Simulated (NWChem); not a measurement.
System: C2H4Cl2Si; SMILES [SiH3]C=C(Cl)Cl

Parts of the log:

```
             Northwest Computational Chemistry Package (NWChem) 7.3.0
             --------------------------------------------------------

                             Geometry "geometry" -> ""
                             -------------------------

 Output coordinates in angstroms (scale by  1.889725989 to convert to a.u.)

  No.       Tag          Charge          X              Y              Z
 ---- ---------------- ---------- -------------- -------------- --------------
    1 Si                  14.0000     0.40126600    -2.31343700     0.00000000
    2 C                    6.0000     0.97799800    -0.52798400     0.00000000
    3 C                    6.0000     0.15028400     0.52090800     0.00000000
    4 Cl                  17.0000    -1.56953500     0.34595600     0.00000000
    5 Cl                  17.0000     0.67897500     2.16188400     0.00000000
    6 H                    1.0000    -0.41485100    -2.60743000    -1.21547400
    7 H                    1.0000    -0.41485100    -2.60743000     1.21547400
    8 H                    1.0000     1.61454300    -3.18303900     0.00000000
    9 H                    1.0000     2.04739800    -0.29441700     0.00000000

 Effective nuclear repulsion energy (a.u.)     322.6069319982

  xc_inp: hfexch multiplicative factor not found.
                              NWChem Property Module
                              ----------------------

  itol2e modified to match energy
  convergence criterion.

                                 NWChem DFT Module
                                 -----------------

 Summary of "ao basis" -> "ao basis" (spherical)
 ------------------------------------------------------------------------------
       Tag                 Description            Shells   Functions and Types
 ---------------- ------------------------------  ------  ---------------------
 Si                          6-31g*                  8       18   4s3p1d
 C                           6-31g*                  6       14   3s2p1d
 Cl                          6-31g*                  8       18   4s3p1d
 H                           6-31g*                  2        2   2s

  itol2e modified to match energy
  convergence criterion.

            General Information
            -------------------
          SCF calculation type: DFT
          Wavefunction type:  closed shell.
          No. of atoms     :     9
          No. of electrons :    64
           Alpha electrons :    32
            Beta electrons :    32
          Charge           :     0
          Spin multiplicity:     1
          Use of symmetry is: off; symmetry adaption is: off
          Maximum number of iterations: 150
          AO basis - number of functions:    90
                     number of shells:    44
          Convergence on energy requested:  1.00D-07
          Convergence on density requested:  1.00D-05
          Convergence on gradient requested:  5.00D-04

              XC Information
              --------------
                     Hartree-Fock (Exact) Exchange  1.000

      Superposition of Atomic Density Guess
      -------------------------------------

 Sum of atomic energies:       -1285.03191141

      Non-variational initial energy
      ------------------------------

 Total energy =   -1286.940072
 1-e energy   =   -2416.781995
 2-e energy   =     807.234991
 HOMO         =      -0.266384
 LUMO         =       0.029662

[...]

          -----------------------------------------
          Chemical Shielding Tensors (GIAO, in ppm)
          -----------------------------------------

                                NWChem CPHF Module
                                ------------------

  scftype          =     RHF
  nclosed          =       32
  nopen            =        0
  variables        =     1856
  # of vectors     =        3
  tolerance        = 0.10D-03
  level shift      = 0.00D+00
  max iterations   =       50
  max subspace     =       30

 SCF residual:    2.8260739712331546E-005

Iterative solution of linear equations
  No. of variables     1856
  No. of equations        3
  Maximum subspace       30
        Iterations       50
       Convergence  1.0D-04

   iter   nsub   residual    time
   ----  ------  --------  ---------
     1      3    1.37D+00      36.1
     2      6    1.86D-01      39.3
     3      9    4.80D-02      42.5
     4     12    7.58D-03      45.7
     5     15    1.61D-03      48.9
     6     18    3.58D-04      52.1
     7     21    5.14D-05      55.3

      Atom:    1  Si
        Diamagnetic
    878.2041      0.0607     -0.0000
      0.0607    885.7353     -0.0000
     -0.0000     -0.0000    876.1687

        Paramagnetic
   -383.2383     -1.5083     -0.0000
     -1.5083   -365.4025      0.0000
     -0.0000      0.0000   -383.6164

        Total Shielding Tensor
    494.9658     -1.4476     -0.0000
     -1.4476    520.3328      0.0000
     -0.0000      0.0000    492.5523

           isotropic =     502.6170
          anisotropy =      26.6973

          Principal Components and Axis System
                 1           2           3
              520.4151    494.8834    492.5523

      1        -0.0568      0.9984      0.0000
      2         0.9984      0.0568      0.0000
      3         0.0000     -0.0000      1.0000

      Atom:    2  C
        Diamagnetic
    262.1639     -4.5961     -0.0000
     -4.5961    273.4458      0.0000
     -0.0000      0.0000    242.4376

        Paramagnetic
   -256.4250    -53.3190      0.0000
    -53.3190   -213.6026     -0.0000
      0.0000     -0.0000    -75.7684

        Total Shielding Tensor
      5.7389    -57.9151      0.0000
    -57.9151     59.8432     -0.0000
      0.0000     -0.0000    166.6692

           isotropic =      77.4171
          anisotropy =     133.8781

          Principal Components and Axis System
                 1           2           3
              166.6692     96.7127    -31.1306

      1         0.0000     -0.5370      0.8436
      2         0.0000      0.8436      0.5370
      3         1.0000      0.0000      0.0000

      Atom:    3  C
        Diamagnetic
    269.3978      0.6543     -0.0000
      0.6543    272.2185      0.0000
     -0.0000      0.0000    243.9576

        Paramagnetic
   -262.9063    -89.2676      0.0000
    -89.2676   -223.9081     -0.0000
      0.0000     -0.0000   -131.6715

        Total Shielding Tensor
      6.4915    -88.6133      0.0000
    -88.6133     48.3104     -0.0000
      0.0000     -0.0000    112.2862

           isotropic =      55.6960
          anisotropy =      94.1276

          Principal Components and Axis System
                 1           2           3
              118.4478    112.2862    -63.6459

      1        -0.6206      0.0000      0.7841
      2         0.7841      0.0000      0.6206
      3         0.0000      1.0000      0.0000

      Atom:    4  Cl
        Diamagnetic
   1156.0850      1.1195     -0.0000
      1.1195   1141.7460      0.0000
     -0.0000      0.0000   1138.9649

        Paramagnetic
   -144.9625     81.0708     -0.0000
     81.0708   -551.7936     -0.0000
     -0.0000     -0.0000   -576.0593

        Total Shielding Tensor
   1011.1225     82.1902     -0.0000
     82.1902    589.9524     -0.0000
     -0.0000     -0.0000    562.9056

           isotropic =     721.3268
          anisotropy =     457.8998

          Principal Components and Axis System
                 1           2           3
             1026.5934    574.4815    562.9056

      1         0.9827     -0.1850      0.0000
      2         0.1850      0.9827      0.0000
      3         0.0000      0.0000      1.0000

      Atom:    5  Cl
        Diamagnetic
   1141.8587      5.5088     -0.0000
      5.5088   1155.1933     -0.0000
     -0.0000     -0.0000   1139.3705

        Paramagnetic
   -529.8066    163.1440     -0.0000
    163.1440   -173.6315     -0.0000
     -0.0000     -0.0000   -645.5322

        Total Shielding Tensor
    612.0520    168.6528     -0.0000
    168.6528    981.5618     -0.0000
     -0.0000     -0.0000    493.8383

           isotropic =     695.8173
          anisotropy =     526.7186

          Principal Components and Axis System
                 1           2           3
             1046.9631    546.6507    493.8383

      1         0.3616      0.9324      0.0000
      2         0.9324     -0.3616      0.0000
      3         0.0000      0.0000      1.0000

      Atom:    6  H
        Diamagnetic
     27.5855      1.8124      5.4038
      1.8124     28.7784      3.8639
      5.4038      3.8639     31.4803

        Paramagnetic
     -1.1020     -1.1156     -2.7054
     -1.1156     -0.0380     -1.4693
     -2.7054     -1.4693     -2.1898

        Total Shielding Tensor
     26.4834      0.6968      2.6984
      0.6968     28.7403      2.3946
      2.6984      2.3946     29.2905

           isotropic =      28.1714
          anisotropy =       6.4870

          Principal Components and Axis System
                 1           2           3
               32.4961     27.3080     24.7102

      1         0.3951     -0.4634      0.7932
      2         0.5449      0.8134      0.2038
      3         0.7396     -0.3516     -0.5739

      Atom:    7  H
        Diamagnetic
     32.3954     -6.5399     -0.0000
     -6.5399     32.3957      0.0000
     -0.0000      0.0000     24.2310

[...]
```

Level: Hartree-Fock/6-31G* (spherical d), GIAO. Structure relaxed at the PBE0/def2-SVP level. NWChem prints the field gradient with the sign opposite to the second derivative of the potential. The output numbers the shielded atoms by their place in the input's list. The printed shielding anisotropy is the first printed principal value minus the mean of the other two.

Write an input that gives this output.

This is not unique; one that fits is the input that was run:
```
start job
memory heap 200 mb stack 900 mb global 1100 mb
geometry units angstroms noautosym nocenter noautoz
  Si     0.401266    -2.313437     0.000000
  C      0.977998    -0.527984     0.000000
  C      0.150284     0.520908     0.000000
  Cl    -1.569535     0.345956     0.000000
  Cl     0.678975     2.161884     0.000000
  H     -0.414851    -2.607430    -1.215474
  H     -0.414851    -2.607430     1.215474
  H      1.614543    -3.183039     0.000000
  H      2.047398    -0.294417     0.000000
end
basis spherical
  * library 6-31g*
end
dft
  xc hfexch
  iterations 150
end
property
  shielding 8 1 2 3 4 5 6 8 9
  efieldgrad
end
task dft property
```
